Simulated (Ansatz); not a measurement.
Relaxation of BrCl3FHHf (7 atoms, charge 0, multiplicity 1), to a largest force component of 0.03 eV/Å in at most 50 steps.

Method: Ansatz, RKS B3LYP-D4/def2-SVP.

```xyz
7
Properties=species:S:1:pos:R:3:forces:R:3
Hf 0.165 0.000 -0.151 -0.10 0.00 0.85
F 0.067 0.000 1.800 0.06 0.00 -0.87
Cl 2.431 0.000 -0.731 -0.03 0.00 0.02
Cl -0.788 1.942 -1.049 0.01 -0.03 0.00
Cl -0.788 -1.942 -1.049 0.01 0.03 0.00
Br -3.265 0.000 1.702 1.32 0.00 0.68
H -1.955 0.000 2.439 -1.28 0.00 -0.69
```

Problem. Where does it end, and by what steps?

Solution. It converged. After 9 steps the energy has fallen by 0.117 eV; Br6 moved furthest, 0.46 Å. Joined: Hf1–Br6 (3.90 → 3.34 Å).

```csv
step,energy less start (eV),largest force component (eV/Å),accepted
0,0.0000,1.319,yes
1,-0.0722,0.198,yes
2,-0.0791,0.080,yes
3,-0.0832,0.534,yes
4,-0.0986,0.178,yes
5,-0.1096,0.116,yes
6,-0.1059,0.425,no
7,-0.1155,0.055,yes
8,-0.1164,0.046,yes
9,-0.1170,0.021,yes
```

```xyz
7
Properties=species:S:1:pos:R:3
Hf 0.072 0.000 -0.086
F 0.243 0.000 1.819
Cl 2.307 0.000 -0.783
Cl -0.810 1.975 -1.017
Cl -0.810 -1.975 -1.017
Br -2.917 0.000 1.399
H -2.216 0.000 2.647
```

Whether the end is a true minimum wasn't checked by a vibrational analysis.

Run time: 39 s on 4 threads of Arm Neoverse V2, with other jobs on the host, peak memory 0.43 GiB.
